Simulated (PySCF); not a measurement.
NMR data simulated for an unnamed compound:

1H NMR (500 MHz, computed): δ 8.34 (d, 2H), 7.62 (m, 1H), 7.55 (m, 2H), 3.86 (s, 3H).

13C{1H} NMR (computed): δ 170.0 (C), 138.7 (CH), 136.4 (CH), 133.8 (C), 133.4 (CH), 52.2 (CH3).

Averaged over atoms made equivalent by symmetry, fast rotation or ring inversion, no solvent model, non-relativistic Hamiltonian, one conformer. Structure optimised with PBE0-D3(BJ)/def2-SVP; NMR shieldings at PBE0/pcSseg-1/GIAO; PySCF 2.14.

δ = σ(ref) − σ, references computed at the same level: TMS for 1H (σ = 31.27 ppm) and 13C (σ = 184.41 ppm).

Which of these does the molecule contain: a methoxy group, a (CH3)2CH unit, a benzene ring, an NH or NH2 group, an ester, a vinyl group CH=CH2?

## Answers


- A methoxy group: yes (δC 52.2; δH 3.86 (s)).
- A (CH3)2CH unit: no.
- A benzene ring: yes.
- An NH or NH2 group: no.
- An ester: yes (δC 170.0).
- A vinyl group CH=CH2: no.

The data belong to `COC(=O)c1ccccc1`, C8H8O2; they needn't prove each group on their own.

Carbon signals by region: 1 in the far downfield region (above 160 ppm), 4 in the sp2 and nitrile region (100–160 ppm), 1 at 50–100 ppm. Above 160 ppm: 170.0, ester carbonyl carbon.

Shifts are as computed. Against solution values, carbons near 30 ppm lie about +2 ppm off and those near 130 ppm about +5 ppm. Of 1211 compounds with measured shifts, 218 miss one by over three times the rms of a fit or turn the order of signals round; such compounds aren't used in these exercises. No couplings were computed; multiplicities are counted from neighbouring protons, with m where these are inequivalent, close in shift, in a saturated or five-membered ring or joined by F or P, and br s for small geminal =CH2 splittings.
